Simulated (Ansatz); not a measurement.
Consider the hydrogenolysis of a B–O bond: `C#CBO` + H₂ → `BC#C` + H₂O.

Gas-phase electronic energies from Ansatz, PBE0-D4/def2-TZVP geometries. CCSD(T)/CBS is the MP2 limit (def2-TZVPP, def2-QZVPP) plus CCSD(T) − MP2 in def2-TZVPP, frozen cores. This one scheme is used for every species. Functionals use def2-TZVPP. Each species was taken in one conformer, which may not be the lowest.

```json
{"species": "`C#CBO`", "r2SCAN0-D4 energy (Eh)": "-178.02018"}
{"species": "H₂", "r2SCAN0-D4 energy (Eh)": "-1.17055"}
{"species": "`BC#C`", "r2SCAN0-D4 energy (Eh)": "-102.73217"}
{"species": "H₂O", "r2SCAN0-D4 energy (Eh)": "-76.41199"}
```

(1) Work out ΔE.

Largest T1 diagnostic among the species: 0.015.

Results:

(1) ΔE = (-102.73217) + (-76.41199) − (-178.02018) − (-1.17055) = 0.04657 Eh = +29.2 kcal/mol. CCSD(T)/CBS gives +28.4 kcal/mol.

Leaving LDA and LC-ωPBE aside and taking each functional with its dispersion term where it has one, the values, not all of them listed here, spread over 1.9 kcal/mol, from BHLYP-D4 to r2SCAN-D4. LDA lies +2.8 kcal/mol from PBE without D4. At CCSD(T), def2-SVP lies +5.8 kcal/mol from the extrapolated value and def2-TZVPP +0.7 kcal/mol.
